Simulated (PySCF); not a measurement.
CHOS, SMILES S=C=[OH+], charge +1. Coordinates come from a B3LYP-D3(BJ)/def2-TZVP optimisation. The isomer is the one that the SMILES or the coordinates give; other isomers of the formula were not compared.

Computed equilibrium geometry at B3LYP-D3(BJ)/def2-TZVP (PySCF confirms it by a frequency run) as bond lengths and angles, and its point group:
point group Cs.
Atoms: O1 C2 S3 H4. Bond lengths (Å): O1–C2 1.231, O1–H4 0.984, C2–S3 1.498. Angles (°): C2–O1–H4 119.9, O1–C2–S3 174.9.
Charge +1, spin multiplicity 1.
